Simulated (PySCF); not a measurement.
Geometries of 2 isomers of CH6ClGeP, from PBE0-D3(BJ)/def2-SVP geometry optimisation, gas phase in PySCF 2.14.0. One conformer each, no zero-point energy, no frequencies.

Question: Which isomer lies lower at this level?
A.
```xyz
10
angstrom
P      1.421   -0.942   -1.482
Ge    -0.594    0.124   -1.057
C     -1.919   -1.137   -0.317
Cl    -2.212   -2.473   -1.467
H      1.523   -1.436   -0.144
H      0.755   -2.115   -1.955
H     -0.372    1.262   -0.039
H     -1.153    0.702   -2.368
H     -1.556   -1.573    0.624
H     -2.879   -0.638   -0.124
```
B.
```xyz
10
angstrom
C     -1.076   -0.902   -0.127
Ge    -0.185    0.770    0.310
P      2.126    0.744    0.099
Cl    -0.872    2.239   -1.136
H     -0.765   -1.690    0.575
H     -0.808   -1.204   -1.149
H     -2.166   -0.774   -0.066
H     -0.590    1.303    1.697
H      2.245   -0.436    0.901
H      2.061    0.001   -1.120
```

Answer: B. That is `[CH3][Ge@@H]([PH2])[Cl]`, 36.9 kcal/mol below the other.

```
                 SMILES          atoms numbered as above       E (Eh)  relative (kcal/mol)  relative (kJ/mol)  dipole (D)
[CH3][Ge@@H]([PH2])[Cl]  [CH3:1][Ge@@H:2]([PH2:3])[Cl:4]  -2919.20042                  0.0                0.0        2.90
     [PH2][GeH2][CH2]Cl     [PH2:1][GeH2:2][CH2:3][Cl:4]  -2919.14157                 36.9              154.5        1.77
```
